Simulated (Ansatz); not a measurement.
```yaml
crystal:
  periodic: [false, false, false]
  atoms:
    - {symbol: C, position_ang: [2.363197, 0.837276, -1.547365]}
    - {symbol: O, position_ang: [1.502410, 1.060577, -0.371675]}
    - {symbol: Sn, position_ang: [0.026686, 0.050427, 0.045867]}
    - {symbol: O, position_ang: [-1.328481, 0.145076, -1.407883]}
    - {symbol: C, position_ang: [-1.917658, 1.375187, -1.740043]}
    - {symbol: O, position_ang: [-0.626996, 0.684340, 1.683239]}
    - {symbol: C, position_ang: [-1.820390, 0.141346, 2.257637]}
    - {symbol: O, position_ang: [0.434900, -1.862387, 0.131772]}
    - {symbol: C, position_ang: [1.334546, -2.316432, 1.106464]}
    - {symbol: H, position_ang: [3.113010, 1.550341, -1.528066]}
    - {symbol: H, position_ang: [2.714512, -0.154490, -1.562432]}
    - {symbol: H, position_ang: [1.745262, 0.977901, -2.458776]}
    - {symbol: H, position_ang: [-1.098307, 2.103941, -2.140988]}
    - {symbol: H, position_ang: [-2.594950, 1.222560, -2.544320]}
    - {symbol: H, position_ang: [-2.352435, 1.841934, -0.909174]}
    - {symbol: H, position_ang: [-2.040545, 0.679963, 3.227517]}
    - {symbol: H, position_ang: [-1.652456, -0.937207, 2.550516]}
    - {symbol: H, position_ang: [-2.674789, 0.193861, 1.641463]}
    - {symbol: H, position_ang: [1.093780, -2.147981, 2.126866]}
    - {symbol: H, position_ang: [1.503754, -3.443922, 0.990869]}
    - {symbol: H, position_ang: [2.441044, -1.889593, 0.873567]}
basis:
  gaussian: {orbitals: def2-mTZVP}
total_charge: 1
magnetization: {spin_polarized: true, initial_magnetization: 1}
hamiltonian: {xc: {name: revPBE}}
```

```sh
$ ansatz run in.yaml --threads 4 --pin off --events-out ev --progress --plain --max-ram 46080MiB --backend cpu
```

Shortened log:

```
Functional definition: revPBE
2249 factors; their error is unknown
mean field evaluation 1: about -18317.8225 eV, gradient 9.7e1 eV
mean field evaluation 2: about -18071.1749 eV, gradient 2.2e2 eV
mean field evaluation 4: about -18347.3269 eV, gradient 4.2e1 eV
mean field evaluation 8: about -18351.0408 eV, gradient 2.6e1 eV
mean field evaluation 16: about -18355.1160 eV, gradient 4.6e-1 eV
mean field evaluation 32: about -18355.1171 eV, gradient 4.4e-6 eV
mean field -18355.14126971 eV, -674.5390001002 hartree, gradient 9.3e-6 eV, S^2 0.752628; 14 other end points of the search recorded, 0 dependent functions left out
reference -18355.14135021 eV, -674.5390030585 hartree; 45, 44 occupied and 199, 200 virtual orbitals, 2249 factors
Total energy: -18355.14135021 eV, -674.5390030585 hartree
```

Hardware: 4 threads of an AMD EPYC 7R13 on a shared host. Wall time 71 s, peak host memory 1.2 GiB.
